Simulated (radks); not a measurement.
The numbers below are computed, except where a source is named.
Spherical jellium clusters: N electrons in a uniform positive sphere of charge N and radius rs N^(1/3), rs = 5.01 bohr. Level of theory: non-relativistic Kohn-Sham, LDA (Slater exchange, Perdew-Wang correlation), spin-polarised, spherical densities (a radial shooting solver with Libxc functionals). Levels are named by radial order and angular momentum (1s, 1p, 1d, 2s, ...), and open shells are averaged over m.

N = 3, configuration 1s2 1p(up 1, down 0). This is the lowest configuration that the search found. Occupied and some empty levels:

level    occupation  eigenvalue (eV)  <r> (bohr)
1s up             1          -3.2318       5.221
1s down           1          -2.9827       5.201
1p up             1          -1.9480       6.741
1p down           0          -1.6949       6.870
1d up             0         -0.61798       8.794
2s up             0         -0.59787       10.02
2s down           0         -0.49435       10.56
1d down           0         -0.42821       9.312

Energy (eV): total -4.55242, kinetic 3.6575, external -39.377, Hartree 19.257, exchange-correlation -8.4257, background 20.336.

Electron density:

r (bohr)  n(r) (e/bohr^3)
0.246            0.003037
1.18             0.003000
2.10             0.002890
3.03             0.002661
3.96             0.002284
4.89             0.001781
5.82             0.001236
6.75            0.0007588
7.68            0.0004165
8.61            0.0002111
9.54            0.0001015
10.5           0.00004700
11.4           0.00002127
12.3            9.475e-06
